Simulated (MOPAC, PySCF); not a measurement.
C$_{2}$H$_{3}$NO, SMILES `C=NC=O` (C–N–C–O torsion 67°), neutral singlet in the gas phase. 

Z-matrix (Å, degrees):
```
N
C 1 1.2607
H 2 1.0877 1 119.32
H 2 1.0933 3 117.64 1 179.93
C 1 1.3955 2 122.13 3 -176.75
O 5 1.2032 1 124.73 2 66.51
H 5 1.1040 6 122.99 1 -174.59
```
Charge 0, multiplicity 1.

All levels are single points at this geometry (B3LYP-D3(BJ)/def2-TZVP); Pople sets use spherical d functions. Orbital energies aren't observables, and empty levels follow the basis.

PM7 in MOPAC gives dipole (D) = 3.16.

Task: Estimate the dipole (D) from each of these levels: B3LYP-D3(BJ)/def2-TZVP in PySCF; PBE-D3(BJ)/def2-TZVP in PySCF; B3LYP/6-31G* in PySCF; BP86/6-31G* in PySCF; M06-2X/6-31G* in PySCF.

Result: 
```
level                            dipole (D)
-------------------------------  ----------
B3LYP-D3(BJ)/def2-TZVP in PySCF        2.96
PBE-D3(BJ)/def2-TZVP in PySCF          2.82
B3LYP/6-31G* in PySCF                  2.80
BP86/6-31G* in PySCF                   2.68
M06-2X/6-31G* in PySCF                 2.84
```
